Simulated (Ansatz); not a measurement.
Mulliken charges of `[SeH][SiH]([SeH])[SeH]` from r2SCAN/def2-TZVPP in Ansatz (PBE0-D4/def2-TZVP geometry).

```tsv
atom	x (Å)	y (Å)	z (Å)	charge (e)
Se1	-1.531	1.101	-1.195	-0.165
Si2	0.019	0.032	0.075	0.344
Se3	2.002	0.093	-1.029	-0.165
Se4	-0.611	-2.140	0.281	-0.165
H5	-0.952	2.425	-0.916	0.070
H6	0.139	0.673	1.407	-0.058
H7	2.744	-0.434	0.128	0.070
H8	-1.717	-1.808	1.193	0.070
```

Task: By hand: the dipole of these point charges (1 e Å = 4.8032 D).

Result: Σ q r = (0.027, 0.141, 0.293) e Å, of length 0.326 e Å = 1.57 D.

Task: How does the dipole of the full density compare? (An estimate is asked.)

Result: Ansatz gave: (0.025, 0.131, 0.272) e Å, 1.46 D; the point charges give 1.08 times that, at 0° from its direction.

Point charges leave out the atoms' own dipoles, such as those of lone pairs, and Mulliken's split depends on the basis, so the close match here is no proof of good charges.
